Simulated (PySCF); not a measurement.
Species: C₅H₄F₃O₂ (charge -1).
Atom-mapped SMILES: `[O:1]=[C:2]([O-:3])/[CH:4]=[CH:5]/[CH2:6][C:7]([F:8])([F:9])[F:10]` (hydrogens: H11 on C4; H12 on C5; H13, H14 on C6)

Computed with PBE0-D3(BJ)/def2-SVP geometry optimisation, gas phase (PySCF).

(1) List the bond lengths, angles and torsions at this level.

Answers

(1) 
```
          bond  length (Å)
  O1=C2, C2–O3       1.246
         C2–C4       1.542
         C4=C5       1.335
         C5–C6       1.496
         C6–C7       1.505
  C7–F8, C7–F9       1.338
        C7–F10       1.351
        C4–H11       1.100
        C5–H12       1.097
C6–H13, C6–H14       1.103
```

Bonds in one row agree within 0.01 Å and their mean is given. A selection of angles:
```
     angle  degrees
  O1–C2–O3    130.5
  O1–C2–C4    113.9
  O3–C2–C4    115.6
  C2–C4–C5    122.7
 C2–C4–H11    116.2
 C5–C4–H11    121.0
  C4–C5–C6    125.1
 C4–C5–H12    115.8
 C6–C5–H12    119.1
  C5–C6–C7    114.5
 C5–C6–H13    111.6
 C7–C6–H13    105.2
 C7–C6–H14    106.9
H13–C6–H14    107.3
  C6–C7–F8    112.2
  C6–C7–F9    113.0
  F8–C7–F9    107.2
 F8–C7–F10    106.3
```

Dihedral angles: O1–C2–C4–C5 179° (antiperiplanar); C2–C4–C5–C6 -177° (antiperiplanar); C4–C5–C6–C7 -125° (anticlinal); C5–C6–C7–F8 -60° (synclinal). The mirror-image conformer, all signs reversed, is as good.

Of the pairs four or more bonds apart, O3···H12 is among the closest relative to their van der Waals radii: 2.42 Å, 89 % of the sum of Bondi's values. C4 (alkene CH carbon) is planar (angles 122.7°, 121.0° and 116.2°, sum 360.0°, 0.01 Å off the plane of its three neighbours). The 4 C–C bonds span 1.335 Å (C4=C5, drawn double) to 1.542 Å (C2–C4, drawn single), a spread of 0.207 Å. C2 (carboxylate carbon) is planar (angles 130.5°, 115.6° and 113.9°, sum 360.0°, 0.00 Å off the plane of its three neighbours). C5 (alkene CH carbon) is planar (angles 125.1°, 119.1° and 115.8°, sum 360.0°, 0.01 Å off the plane of its three neighbours).

Point group: C1 (no symmetry element, even within 0.4 Å). Not checked by PBE0-D3(BJ)/def2-SVP frequencies. The geometry's basis has no diffuse functions, a weakness for an anion.
